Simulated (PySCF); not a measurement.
**Radial density of Li⁺ (lithium, charge +1)**

UHF, 1s2, closed-shell 1S. Calculation: PySCF 2.14, in cc-pVTZ-DK (4s3p2d1f, 30 functions); scalar relativity by spin-free X2C-1e.

```csv
r (bohr),4πr²ρ (e/bohr)
0.00985,0.01588
0.0166,0.04291
0.0279,0.1133
0.0469,0.2858
0.0788,0.6691
0.133,1.381
0.223,2.323
0.375,2.812
0.631,2.016
1.06,0.6231
1.78,0.04818
3.00,0.0003332
```

Densities and radii are taken from the X2C orbitals without a picture-change correction, which distorts them close to the nucleus.
